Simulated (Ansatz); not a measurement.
`BB1CO1` + H–F → `FB1CO1` + BH₃ at 600 K and 1 bar (cleavage of the B–B bond).

Program: Ansatz. Geometries: PBE0-D4/def2-TZVP. ΔE: electronic, gas phase. CBS: MP2 limit from def2 TZ/QZ plus the TZ coupled-cluster correction, frozen cores. This one scheme is used for every species.

```json
{"species": "`BB1CO1`", "CCSD(T)/CBS energy (Eh)": "-165.17216", "H − E (kJ/mol)": "186.4", "S (J/(mol·K))": "351.0"}
{"species": "H–F", "CCSD(T)/CBS energy (Eh)": "-100.39570", "H − E (kJ/mol)": "42.3", "S (J/(mol·K))": "194.0"}
{"species": "`FB1CO1`", "CCSD(T)/CBS energy (Eh)": "-239.05799", "H − E (kJ/mol)": "131.5", "S (J/(mol·K))": "318.9"}
{"species": "BH₃", "CCSD(T)/CBS energy (Eh)": "-26.55200", "H − E (kJ/mol)": "91.5", "S (J/(mol·K))": "217.3"}
```

H − E and S are ideal-gas, rigid-rotor, harmonic terms from PBE0-D4/def2-TZVP. 1 Eh = 2625.50 kJ/mol, R = 8.31446 J/(mol·K).

Question: By hand: ΔE, ΔH, ΔS and ΔG.

Answer: ΔE = (-239.05799) + (-26.55200) − (-165.17216) − (-100.39570) = -0.04213 Eh = -110.6 kJ/mol. Δ(H − E) = 131.5 + 91.5 − 186.4 − 42.3 = -5.7, so ΔH = -116.3 kJ/mol. ΔS = 318.9 + 217.3 − 351.0 − 194.0 = -8.8 J/(mol·K). ΔG = -116.3 − 600 × (-8.8)/1000 = -111.0 kJ/mol.

Question: By hand: the equilibrium constant, and the temperature at which ΔG would vanish if ΔH and ΔS stayed fixed.

Answer: log₁₀ K = −ΔG/(RT ln 10) = 9.7. ΔG = 0 at ΔH/ΔS = 13216 K, far beyond where these terms or the molecules hold.

The number of gas molecules stays the same, so ΔS is small and ΔH decides. A doubt of 5 kJ/mol in ΔE shifts log₁₀ K by 0.4 here. These are equilibria of isolated gas molecules and say nothing of rates. Largest T1 diagnostic: 0.016 (customary marks: 0.02 for closed shells, 0.045 for open ones).
